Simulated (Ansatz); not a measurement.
Born–Oppenheimer molecular dynamics of AlClF$_{2}$ (4 atoms, charge 0, multiplicity 1). It starts from a relaxed structure.

Method: RKS revPBE-D4/def2-SVP (Ansatz).

| Property | Result |
| --- | --- |
| ensemble | NVE (velocity Verlet) |
| time step | 1 fs |
| steps asked | 250 |
| starting velocities drawn for | 2000 K |
| seed | 47296 |

Frames 2 fs apart, positions in Å.

Velocities at 200 fs (Å/ps):

```
Al -10.94 -7.16 -4.04
Cl 0.55 1.72 1.58
F 9.77 3.39 -2.79
F 4.74 3.56 5.58
```

```xyz
4
Properties=species:S:1:pos:R:3 time_fs=200 energy_less_start_eV=0.067 T=1743
Al 0.007 0.006 0.080
Cl 0.005 0.013 2.162
F 1.376 -0.025 -0.855
F -1.395 -0.007 -0.900
4
Properties=species:S:1:pos:R:3 time_fs=202 energy_less_start_eV=0.042 T=1838
Al -0.015 -0.009 0.071
Cl 0.006 0.016 2.165
F 1.396 -0.018 -0.861
F -1.385 0.001 -0.888
4
Properties=species:S:1:pos:R:3 time_fs=204 energy_less_start_eV=0.092 T=1645
Al -0.037 -0.023 0.061
Cl 0.007 0.020 2.168
F 1.415 -0.012 -0.865
F -1.375 0.008 -0.876
4
Properties=species:S:1:pos:R:3 time_fs=206 energy_less_start_eV=0.199 T=1234
Al -0.056 -0.037 0.051
Cl 0.008 0.023 2.170
F 1.432 -0.005 -0.868
F -1.368 0.015 -0.864
4
Properties=species:S:1:pos:R:3 time_fs=208 energy_less_start_eV=0.315 T=788
Al -0.069 -0.051 0.043
Cl 0.009 0.026 2.172
F 1.446 0.002 -0.868
F -1.364 0.022 -0.854
4
Properties=species:S:1:pos:R:3 time_fs=210 energy_less_start_eV=0.382 T=533
Al -0.075 -0.065 0.035
Cl 0.009 0.030 2.173
F 1.456 0.008 -0.865
F -1.367 0.029 -0.848
4
Properties=species:S:1:pos:R:3 time_fs=212 energy_less_start_eV=0.366 T=595
Al -0.073 -0.078 0.030
Cl 0.010 0.033 2.173
F 1.462 0.013 -0.860
F -1.377 0.036 -0.846
4
Properties=species:S:1:pos:R:3 time_fs=214 energy_less_start_eV=0.283 T=912
Al -0.064 -0.090 0.027
Cl 0.010 0.035 2.172
F 1.464 0.018 -0.852
F -1.392 0.044 -0.848
4
Properties=species:S:1:pos:R:3 time_fs=216 energy_less_start_eV=0.185 T=1288
Al -0.049 -0.102 0.025
Cl 0.011 0.038 2.170
F 1.462 0.023 -0.842
F -1.413 0.051 -0.852
4
Properties=species:S:1:pos:R:3 time_fs=218 energy_less_start_eV=0.122 T=1530
Al -0.029 -0.113 0.025
Cl 0.011 0.041 2.167
F 1.457 0.027 -0.830
F -1.435 0.059 -0.857
4
Properties=species:S:1:pos:R:3 time_fs=220 energy_less_start_eV=0.120 T=1538
Al -0.008 -0.123 0.024
Cl 0.011 0.043 2.163
F 1.449 0.030 -0.817
F -1.458 0.066 -0.862
4
Properties=species:S:1:pos:R:3 time_fs=222 energy_less_start_eV=0.178 T=1313
Al 0.013 -0.132 0.024
Cl 0.011 0.044 2.158
F 1.440 0.032 -0.802
F -1.478 0.072 -0.866
```

Of the whole run (250 fs, mean temperature of the second half 1003 K): The conserved energy stayed within 0.74 meV per atom of its start (net change 0.57 meV per atom), so the integration is sound. Over the second half the temperature averaged 0.50 of the 2000 K drawn at the start: a run that starts near a minimum puts about half its kinetic energy into the potential. A run of 0.25 ps of so small a system gives no equilibrium averages.

The run took 4.7 min on 1 thread of Arm Neoverse V2, on a shared host, peak memory 0.1 GiB.
